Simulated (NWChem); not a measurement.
# HfH2S2F2; SMILES [F][Hf]([F])([SH])[SH]

```xyz
7

Hf     0.0000     0.0000     0.2037
F      0.0000    -1.5001     1.3701
F      0.0000     1.5001     1.3701
S      1.9852     0.0000    -1.2185
H      2.8412     0.0000    -0.1688
S     -1.9852     0.0000    -1.2185
H     -2.8412     0.0000    -0.1688
```
Atoms are numbered in this order, from 1.

All runs: NWChem. The geometry was optimised at PBE0/def2-SVP. Not confirmed as a minimum by frequencies. def2 effective core potentials on Hf; no spin-orbit coupling. Level M06-2X/def2-SVP: energy and gradient on several grids; changes count from the extra-fine grid, which is no exact limit either.

Q: Which is the coarsest grid (medium; xfine; fine; xcoarse; coarse) from which on the energy stays within 500 μHa and each gradient component within 500 μHa/bohr of xfine?

A: medium.
```
grid     size of the energy change (μHa)  largest change of a gradient component (μHa/bohr)
-------  -------------------------------  -------------------------------------------------
xcoarse                            20000                                               6000
coarse                               600                                                800
medium                                20                                                200
fine                                < 10                                                 90
xfine                               < 10                                               < 30
```
